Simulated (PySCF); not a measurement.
A side-by-side comparison of computed properties.

First species: C3H13ClSi4.
Atom-mapped SMILES: `[CH2:1]=[CH:2][CH2:3][SiH2:4][Si:5]([SiH3:6])([SiH3:7])[Cl:8]` (hydrogens: H9, H10 on C1; H11 on C2; H12, H13 on C3; H14, H15 on Si4; H16, H17, H18 on Si6; H19, H20, H21 on Si7)

Second species: C₄H₁₃ClOSi₂.
SMILES: `CO[SiH2]CC[Si@H](C)Cl`

Levels: PBE0/pcSseg-1 for dipole moment, HOMO energy, LUMO energy and HOMO–LUMO gap; GFN2-xTB for rotational constant A and rotational constant C. Geometries: GFN2-xTB. Each species is one conformer at its optimised geometry, gas phase, non-relativistic unless stated. Electronic properties by PySCF.

Dipoles, sizes and rotational constants follow the conformer. The torsions of the flexible species, by atom-mapped SMILES:
- `[CH2:1]=[CH:2][CH2:3][SiH2:4][Si:5]([SiH3:6])([SiH3:7])[Cl:8]`: C1–C2–C3–Si4 -106°, C2–C3–Si4–Si5 66°, C3–Si4–Si5–Si6 174°
- `[CH3:1][O:2][SiH2:3][CH2:4][CH2:5][Si@H:6]([CH3:7])[Cl:8]`: C1–O2–Si3–C4 179°, O2–Si3–C4–C5 180°, Si3–C4–C5–Si6 179°, C4–C5–Si6–C7 177°

```tsv
property	column X	column Y
dipole moment	1.58 D	2.29 D
HOMO energy	-7.12 eV	-7.82 eV
LUMO energy	-1.24 eV	0.59 eV
HOMO–LUMO gap	5.88 eV	8.41 eV
rotational constant A	0.989 GHz	2.677 GHz
rotational constant C	0.519 GHz	0.353 GHz
```

(1) Which column belongs to which species?

(2) How does each property change from the first species to the second?

Results:

(1) Column X is the first species and column Y the second. The first has 21 atoms and 104 electrons, the second 21 and 90.

(2) dipole moment +0.71 D; HOMO energy -0.70 eV; LUMO energy +1.83 eV; HOMO–LUMO gap +2.53 eV; rotational constant A +1.688 GHz; rotational constant C -0.166 GHz.

On the first: The dipole equals about 5.3 × 10⁻³⁰ C·m (1 D = 3.33564 × 10⁻³⁰ C·m). A dipole of 1.58 D is allowed in C1, and pure rotational transitions are dipole-allowed.

On the second: The dipole matches unit charges of opposite sign 0.48 Å apart (1 e·Å = 4.8032 D). A dipole of 2.29 D is allowed in C1, and pure rotational transitions are dipole-allowed.
